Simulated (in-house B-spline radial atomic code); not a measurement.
Configurations of the palladium ion Pd⁶⁺, with energies counted from [Kr] 4d4. Computed with a radial B-spline atomic code at the basis-set limit: scalar-relativistic (X2C) BHandHLYP, spin-polarised, spherical fractional occupations, exact exchange averaged over the configuration, Fermi nucleus of rms radius 4.5318 fm. Shells without spins written out take the highest spin.

Occupations are held fixed; configurations that lie above the ionisation limit could autoionise.

```
           configuration  E - E(ref) (eV)  highest orbital  its <r> (bohr)
   [Ar] 3d10 4s2 4p5 4d5           48.028            4d up           1.149
            [Kr] 4d3 4f1           50.237            4f up           1.722
            [Kr] 4d3 5f1           70.241            5f up           3.545
    [Ar] 3d9 4s2 4p6 4d5           342.28            4d up            1.12
[Ar] 3d9 4s2 4p6 4d4 5s1           373.01            5s up           1.957
```

(1) Order these further configurations by energy, lowest first.
A. [Ar] 3d10 4s2 4p5 4d4 5s1
B. [Ar] 3d10 4s2 4p5 4d4 5f1
C. [Ar] 3d10 4s2 4p5 4d4 5p1
D. [Ar] 3d9 4s2 4p6 4d4 5p1
E. [Kr] 4d3 5p1

(2) How far above the reference does [Ar] 3d9 4s2 4p6 4d4 4f1 lie?

## Answers

(1) E (38.459 eV), A (77.019 eV), C (88.028 eV), B (119.84 eV), D (384.08 eV).

(2) 395.17 eV; its least bound orbital is 4f up with <r> = 1.626 bohr.
